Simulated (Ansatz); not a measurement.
Basis-set extrapolation for CH6Cl2O2Si2 (`O[Si@H](Cl)C[Si@@H](O)Cl`) (PBE0-D4/def2-TZVP geometry, frozen core, the Gaussian-basis code of Ansatz). Multiplicity 1, RHF reference.

```csv
,def2-TZVPP,def2-QZVPP
HF,-1688.334611,-1688.387614
MP2 correlation,-1.269147,-1.378978
CCSD(T) correlation,-1.383950,not run
```

Energies in hartree. Use E(X) = E(∞) + A·exp(−7.88·√X) for Hartree–Fock and E(X) = E(∞) + B·X^(−2.97) for correlation, with X = 3 and 4, and add CCSD(T) minus MP2 of the smaller set to the MP2 limit.

Task: What is the CCSD(T) energy at the basis-set limit?

Result: HF limit: -1688.387614 + (-0.053003) × 0.13774 = -1688.39491. MP2 limit: -1.378978 + (-0.109831) × 0.74074 = -1.46033. Higher-order term: -1.383950 − (-1.269147) = -0.11480. Total: -1689.97004 hartree, 157.8 kcal/mol below CCSD(T)/def2-TZVPP.
